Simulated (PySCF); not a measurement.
A table of computed molecular properties with gaps.

```csv
no.,species (SMILES),atoms,electrons,dipole moment (D),HOMO energy (eV),LUMO energy (eV),smallest rotational constant (GHz)
1,COC[SiH2]N([SiH3])C=O,19,80,4.35,-7.53,0.05,0.582
2,CC(C)P(P)C[SiH3],21,82,1.09,-6.24,0.22,0.734
3,C=CCO[Si@H](N)O[SiH3],19,80,1.91,-7.52,0.21,0.741
4,O=C(F)C1CC1,11,46,3.49,?,-0.44,2.326
5,CN(C)C(=O)[SiH2]O[SiH3],19,80,4.75,?,-0.11,0.669
6,C=C(C)[C@@H]1C[SiH2]O[Si@@H]1Cl,20,94,2.48,?,0.23,0.681
```

Levels: PBE0/pcSseg-1 for dipole moment, HOMO energy and LUMO energy; GFN2-xTB for smallest rotational constant. Geometries: GFN2-xTB. Species are written as SMILES; each is one conformer at its optimised geometry, gas phase, non-relativistic unless stated; the electronic structure was computed with PySCF and density fitting.

Dipoles, sizes and rotational constants follow the conformer. The torsions of the flexible species, by atom-mapped SMILES:
- `[CH3:1][O:2][CH2:3][SiH2:4][N:5]([SiH3:6])[CH:7]=[O:8]`: C1–O2–C3–Si4 -176°, O2–C3–Si4–N5 -175°, C3–Si4–N5–Si6 5°, Si4–N5–C7–O8 0°
- `[CH3:1][CH:2]([CH3:3])[P:4]([PH2:5])[CH2:6][SiH3:7]`: C1–C2–P4–P5 -55°, C2–P4–C6–Si7 170°, H–P5–P4–C2 175°, H–P5–P4–C2 -93°
- `[O:1]=[C:2]([F:3])[CH:4]1[CH2:5][CH2:6]1`: O1–C2–C4–C5 34°
- `[CH3:1][N:2]([CH3:3])[C:4](=[O:5])[SiH2:6][O:7][SiH3:8]`: C1–N2–C4–O5 -1°, N2–C4–Si6–O7 -178°, C4–Si6–O7–Si8 -1°

The conformers of `C=CCO[Si@H](N)O[SiH3]` and `C=C(C)[C@@H]1C[SiH2]O[Si@@H]1Cl` aren't listed.

(1) Row 4: the HOMO energy?

(2) What is the HOMO energy in row 5?

(3) Row 6: the HOMO energy?

(4) In the completed table, which rows hold the lowest and the highest HOMO energy, and what is the mean?

(5) In the completed table, which rows hold the lowest and the highest smallest rotational constant, and what is the mean?

(6) What is the HOMO–LUMO gap, row by row?

Answers

(1) -8.98 eV.

(2) -7.19 eV.

(3) -7.03 eV.

(4) Row 4 the lowest (-8.98 eV), row 2 the highest (-6.24 eV); the mean over the 6 rows is -7.42 eV.

(5) Row 1 the lowest (0.582 GHz), row 4 the highest (2.326 GHz); the mean over the 6 rows is 0.956 GHz.

(6) row 1: 7.58, row 2: 6.46, row 3: 7.73, row 4: 8.54, row 5: 7.08, row 6: 7.26 eV.
